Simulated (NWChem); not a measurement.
Molecule: BeNH₂I; SMILES [I][Be][NH2]

```xyz
5

Be     0.0000     0.0000     1.5296
I      0.0000     0.0000    -0.6514
N      0.0000     0.0000     3.0256
H      0.0000    -0.8270     3.6138
H      0.0000     0.8270     3.6138
```
Atoms are numbered in this order, from 1.

The geometry was optimised at PBE0/def2-SVP. Not confirmed as a minimum by frequencies. def2 effective core potentials on I; no spin-orbit coupling.

Symmetry labels are those of C2v in the frame above (b1 and b2, or b-type labels, depend on it).

Task: List the 4 lowest vertical singlet excitations from CAM-B3LYP/def2-SVPD with def2 effective core potentials on I, TDA (NWChem).

Result: 
```tsv
state	energy (eV)	oscillator strength	symmetry	leading excitation (squared amplitude)
S1	5.76	0.000	a2	HOMO → LUMO+1 (0.83)
S2	5.92	0.002	b1	HOMO → LUMO (0.82)
S3	6.43	0.085	b2	HOMO−1 → LUMO (0.76)
S4	6.46	0.000	a2	HOMO−2 → LUMO+1 (0.81)
```
